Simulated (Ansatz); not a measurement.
`OB1OC1Br` + H₂ → `BrC1BO1` + H₂O at 298.15 K and 1 bar (hydrogenolysis of a B–O bond).

Gas-phase electronic energies from Ansatz, PBE0-D4/def2-TZVP geometries. CBS: MP2 limit from def2 TZ/QZ plus the TZ coupled-cluster correction, frozen cores. This one scheme is used for every species. For Br outer-core shells are correlated without core-valence functions, which leaves a few kJ/mol of doubt a bond. Scalar relativity is left out up to krypton. Each species was taken in one conformer, which may not be the lowest.

| species | CCSD(T)/CBS energy (Eh) | H − E (kJ/mol) | S (J/(mol·K)) |
| --- | --- | --- | --- |
| `OB1OC1Br` | -2787.75671 | 120.0 | 315.7 |
| H₂ | -1.17544 | 35.1 | 130.4 |
| `BrC1BO1` | -2712.51895 | 99.9 | 291.3 |
| H₂O | -76.37941 | 66.4 | 188.7 |

H − E and S are ideal-gas, rigid-rotor, harmonic terms from PBE0-D4/def2-TZVP, for one conformer and one mirror image of each species. For small species the MP2-based limit differs from directly extrapolated CCSD(T) by up to some mEh (0.8 for H₂); such offsets cancel only in part. 1 Eh = 2625.50 kJ/mol, R = 8.31446 J/(mol·K).

Q: By hand: ΔE, ΔH, ΔS and ΔG.

A: ΔE = (-2712.51895) + (-76.37941) − (-2787.75671) − (-1.17544) = 0.03379 Eh = 88.7 kJ/mol. Δ(H − E) = 99.9 + 66.4 − 120.0 − 35.1 = 11.2, so ΔH = 99.9 kJ/mol. ΔS = 291.3 + 188.7 − 315.7 − 130.4 = 33.9 J/(mol·K). ΔG = 99.9 − 298.15 × (33.9)/1000 = 89.8 kJ/mol.

Q: By hand: the equilibrium constant, and the temperature at which ΔG would vanish if ΔH and ΔS stayed fixed.

A: log₁₀ K = −ΔG/(RT ln 10) = -15.7. ΔG = 0 at ΔH/ΔS = 2947 K, far beyond where these terms or the molecules hold.

ΔH outweighs TΔS. A doubt of 5 kJ/mol in ΔE shifts log₁₀ K by 0.9 here. Other conformers and mirror images would add mixing entropy, several J/(mol·K) or more a flexible species. These are equilibria of isolated gas molecules and say nothing of rates. Largest T1 diagnostic: 0.013 (customary marks: 0.02 for closed shells, 0.045 for open ones).
